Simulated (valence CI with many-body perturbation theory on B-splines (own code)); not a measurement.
Forbidden lines of Nb²⁶⁺

Calculated by relativistic CI+MBPT: five valence electrons over a frozen Dirac-Fock core [Ne], radial functions for each j: 11 s, 11 p, 10 d, 8 f, 5 g, 2 h, with the one-electron correlation potential Σ1, the two-electron term Σ2, the three-electron term Σ3, Breit, model QED; selected CI, second order for the rest, scaled by the run's own slope (own B-spline code, finite nucleus).

The last digits are not significant, and no measured levels were compared; by estimate large intervals hold to a few tenths of a per cent, small ones and those within an open d or f shell to about a per cent. Among the levels kept, up to 3700 cm⁻¹ of a level comes from second order outside the variational space, and about a tenth of that is noise between levels of different J, which matters for small intervals.

Lines 1 to 16 of 16 in falling wavelength, among levels below 301.29 eV, chosen from the decays that carry over 1 % of a level's rate. Wavelengths and rates use the calculated energies. Electric multipoles are in the length gauge with retardation, E1 and E2 with the static RPA response of the core. M1 uses the relativistic operator with retardation. S is in atomic units (e²a₀⁴ for E2 and M2, e²a₀⁶ for E3), for M1 in squared Bohr magnetons. Weak lines are less certain than strong ones. Lines between different terms over intervals too small for the method are left out, as are lines whose strength nearly cancels.

Names give the largest LS component (configuration and term), which can be under half, so a name can repeat, a term be missing and a line seem to break the LS rules; names also repeat where a configuration has a term twice.

| λ vac (nm) | Upper | Lower | Type | A (s⁻¹) | S (a.u.) |
| --- | --- | --- | --- | --- | --- |
| 239.9 | 3s²3p³ ²D°_5/2 | 3s²3p³ ²D°_3/2 | M1 | 4.32e+02 | 1.33e+00 |
| 210.2 | 3s²3p²3d ⁴F_9/2 | 3s²3p²3d ⁴F_7/2 | M1 | 2.11e+03 | 7.26e+00 |
| 105.1 | 3s²3p²3d ²G_9/2 | 3s²3p²3d ²G_7/2 | M1 | 9.53e+03 | 4.10e+00 |
| 102.9 | 3s²3p³ ²P°_1/2 | 3s²3p³ ²D°_3/2 | M1 | 9.63e+02 | 7.78e-02 |
| 73.62 | 3s²3p³ ²P°_3/2 | 3s²3p³ ²P°_1/2 | M1 | 1.38e+04 | 8.16e-01 |
| 71.93 | 3s²3p³ ²D°_3/2 | 3s²3p³ ⁴S°_3/2 | M1 | 5.72e+04 | 3.15e+00 |
| 57.93 | 3s²3p²3d ²G_9/2 | 3s²3p²3d ⁴F_9/2 | M1 | 3.81e+04 | 2.75e+00 |
| 55.34 | 3s²3p³ ²D°_5/2 | 3s²3p³ ⁴S°_3/2 | M1 | 1.08e+04 | 4.06e-01 |
| 52.27 | 3s²3p³ ²P°_3/2 | 3s²3p³ ²D°_5/2 | M1 | 3.20e+04 | 6.77e-01 |
| 48.24 | 3s²3p²3d ²G_9/2 | 3s²3p²3d ⁴D_7/2 | M1 | 1.38e+04 | 5.72e-01 |
| 45.42 | 3s²3p²3d ²G_9/2 | 3s²3p²3d ⁴F_7/2 | M1 | 2.67e+04 | 9.28e-01 |
| 42.92 | 3s²3p³ ²P°_3/2 | 3s²3p³ ²D°_3/2 | M1 | 1.53e+05 | 1.79e+00 |
| 42.34 | 3s²3p³ ²P°_1/2 | 3s²3p³ ⁴S°_3/2 | M1 | 7.82e+04 | 4.40e-01 |
| 26.89 | 3s²3p²3d ⁴F_9/2 | 3s3p⁴ ⁴P_5/2 | E2 | 1.75e+02 | 2.19e-03 |
| 26.88 | 3s²3p³ ²P°_3/2 | 3s²3p³ ⁴S°_3/2 | M1 | 7.19e+03 | 2.07e-02 |
| 11.45 | 3s²3p²3d ⁴F_9/2 | 3s²3p³ ²D°_5/2 | M2 | 5.10e+02 | 8.96e-05 |
